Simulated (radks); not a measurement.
Values are calculated unless marked as measured or tabulated.
All-electron atom: W V in [Xe] 4f14 5d2. Level of theory: non-relativistic Kohn-Sham, LDA (Slater exchange, Perdew-Wang correlation), spin-polarised, spherical densities, point nucleus; open shells are filled with parallel spins first (spin-orbit coupling, left out, can overturn this in heavy ions); relativity is left out, which matters for an element this heavy (a radial shooting solver on a logarithmic mesh with Libxc functionals).

Unscreened Slater integrals over Kohn-Sham orbitals (hartree). They are taken over the spin-up orbitals.

\begin{tabular}{lr}
integral & value \\ \hline
F0(5d,5d) & 0.55105 \\
F2(5d,5d) & 0.29245 \\
F4(5d,5d) & 0.19536 \\
F0(5d,5p) & 0.61398 \\
F2(5d,5p) & 0.31314 \\
G1(5d,5p) & 0.38370 \\
G3(5d,5p) & 0.23842 \\
F0(5d,4f) & 0.70328 \\
F2(5d,4f) & 0.16814 \\
F4(5d,4f) & 0.079518 \\
G1(5d,4f) & 0.061386 \\
G3(5d,4f) & 0.055469 \\
G5(5d,4f) & 0.043727 \\
F0(5d,5s) & 0.63183 \\
G2(5d,5s) & 0.27549 \\
F0(5p,5p) & 0.71123 \\
F2(5p,5p) & 0.38542 \\
F0(5p,4f) & 0.87561 \\
F2(5p,4f) & 0.26711 \\
G2(5p,4f) & 0.10741 \\
G4(5p,4f) & 0.089019 \\
F0(5p,5s) & 0.74180 \\
G1(5p,5s) & 0.51303 \\
F0(4f,4f) & 1.5669 \\
F2(4f,4f) & 0.76178 \\
F4(4f,4f) & 0.48147 \\
F6(4f,4f) & 0.34740 \\
F0(4f,5s) & 0.94224 \\
G3(4f,5s) & 0.11928 \\
F0(5s,5s) & 0.77764 \\
\end{tabular}

Derived for the open shells (J is the average intra-shell exchange parameter used in DFT+U). 5d: Racah B = F2/49 - 5 F4/441 = 0.003753 hartree, C = 35 F4/441 = 0.01550 hartree, C/B = 4.13, F4/F2 = 0.668, J = (F2 + F4)/14 = 0.03484 hartree.
